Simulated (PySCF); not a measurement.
hexafluoroantimonate (F6Sb), SMILES [F][Sb-]([F])([F])([F])([F])[F], charge -1. Geometry optimised at PBE-D3(BJ)/def2-SVPD. The def2 effective core potentials stand for the cores of Sb; spin–orbit coupling is left out.

Method: PBE-D3(BJ)/def2-SVPD run with PySCF 2.14.0.

Harmonic wavenumbers (cm⁻¹): 145, 145, 145, 235, 235, 235, 256, 256, 256, 519, 519, 549, 591, 591, 591. Rotational constants (GHz): 1.725, 1.725, 1.725; symmetry number 24.

Question: Work out the zero-point energy and the ideal-gas rigid-rotor harmonic-oscillator thermochemistry at 298.15 K and 1 atm.

Answer: ZPE = ½ Σ hcν = ½ × 5270 cm⁻¹ = 31.52 kJ/mol. H − E(el) = 57.24 kJ/mol. Entropy in J/(mol K): translation 176.88, rotation 92.94, vibration 91.84, total 361.66. G − E(el) = -50.59 kJ/mol. Cp = 129.70 J/(mol K). Modes under 150 cm⁻¹ make the vibrational entropy uncertain.
